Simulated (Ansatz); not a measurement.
Ansatz (a quantum-chemistry and plane-wave program) input:
A basis named .json is the Basis Set Exchange file of that set.

Ansatz 0.2 input:
```yaml
crystal:
  periodic: [false, false, false]
  atoms:
    - {symbol: La, position_ang: [0.27970784, 0.03648198, -0.04906368]}
    - {symbol: F, position_ang: [-1.23843632, 1.13600453, -0.92472141]}
    - {symbol: F, position_ang: [-0.53304669, -1.36705710, 1.23545805]}
basis:
  gaussian:
    orbitals: def2-QZVPP.json
hamiltonian:
  xc: {name: PBE0}
total_charge: 1
```

**Question.** Which total energy does the run end on?

**Answer.** -231.10360 Eh (PBE0/def2-QZVPP). The basis has 195 functions.

The spin state was set by rule; other spins were not relaxed.
